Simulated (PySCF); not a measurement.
Computed IR spectrum (relative IR intensity) of a molecule C2H5Cl2FSi. Geometry optimised at ωB97X-D3(BJ)/def2-SVP. Other conformers were not sampled. All values below come from PySCF with ωB97X-D3(BJ)/def2-SVP. Frequencies are harmonic and unscaled.

| ν (cm⁻¹) | relative intensity |
|---|---|
| 274 | 3.3 |
| 406 | 2.8 |
| 551 | 8.7 |
| 677 | 4.4 |
| 740 | 2.9 |
| 765 | 14 |
| 815 | 68 |
| 859 | 16 |
| 874 | 13 |
| 943 | 100 |
| 978 | 61 |
| 1074 | 7.8 |
| 1156 | 2.8 |
| 1224 | 23 |
| 1274 | 18 |
| 1337 | 14 |
| 1438 | 4.0 |
| 2284 | 40 |
| 2312 | 40 |

**Question.** Pick the molecule that these values belong to.
A. F[C@@H](Cl)C[SiH2]Cl
B. F[SiH2]CC(Cl)Cl
C. C[Si](Cl)(Cl)CF
D. F[C@H](CCl)[SiH2]Cl

**Answer.** B, F[SiH2]CC(Cl)Cl
